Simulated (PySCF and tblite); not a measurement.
C4H2NOS2 (charge -1), numbered as in [O:1]=[C:2]([S-:3])[c:4]1[cH:5][n:6][cH:7][s:8]1: conformational analysis

The ensemble was built from 60 distance-geometry starts (ETKDG and KDG, MMFF94s, GFN2-xTB) and rests on GFN2-xTB geometries. Free energies are PBE0-D3(BJ)/pcSseg-1 single points with GFN2-xTB rigid-rotor and vibrational terms (modes under about 100 cm⁻¹ blended into free rotors). Symmetry numbers and mirror images are counted. Conformers within 2.5 kcal/mol (GFN2-xTB free energy) were kept, 4 at most. GIAO shieldings: PBE0/pcSseg-1. TDDFT excitations: CAM-B3LYP/def2-SVPD. Shifts are against TMS (¹H), TMS (¹³C), NH3 (¹⁵N) at the same level. (PySCF 2.14, tblite 0.8.)

Torsions listed: S3–C2–C4–S8.

| conformer | shape | symmetry | E(GFN2) kcal/mol | E(DFT) kcal/mol | G(298.15 K) kcal/mol | weight % |
| --- | --- | --- | --- | --- | --- | --- |
| 1 | 0° | Cs | 0.74 | 0.00 | 0.00 | 62.8 |
| 2 | 180° | Cs | 0.00 | 0.42 | 0.31 | 37.2 |

Weights (%) against temperature:

```csv
T (K),1,2,S(mix) cal/mol/K
180,72.8,27.2,1.16
250,66.0,34.0,1.27
298.15,62.8,37.2,1.31
400,58.3,41.7,1.35
450,56.7,43.3,1.36
```

Averaged shifts at 298.15 K. ¹H: 7.80 (H5, 1H), 7.49 (H7, 1H) ppm. ¹³C: 200.5 (C2), 165.9 (C4), 154.7 (C7), 138.9 (C5) ppm. ¹⁵N: 361.8 (N6) ppm.

Coordinates of conformer 1 (Å):

```xyz
10

O     2.446   -0.445   -1.147
C     1.671    0.459   -0.844
S     1.885    2.126   -1.079
C     0.382    0.132   -0.197
C    -0.134   -1.086    0.150
N    -1.355   -1.068    0.737
C    -1.785    0.142    0.848
S    -0.731    1.379    0.240
H     0.362   -2.026   -0.014
H    -2.733    0.392    1.284
```

The minima are those of GFN2-xTB; planar forms about aryl–S or allylic bonds may be saddles in DFT. The ion is treated without a counter-ion. Unscaled ¹⁵N shifts at such levels can be off by tens of ppm; differences between conformers or isomers are more reliable. Shifts are unscaled: against experiment ¹³C can be off by 15 ppm or more and ¹H by 0.8 ppm.

Search and properties took 110 s on 1 thread of Arm Neoverse V1 (shared host) (rough), launched as `OMP_NUM_THREADS=1 python ens_run.py task.json out`.


¹⁵N shifts are against a computed isolated NH3 molecule, about 20 ppm from the liquid.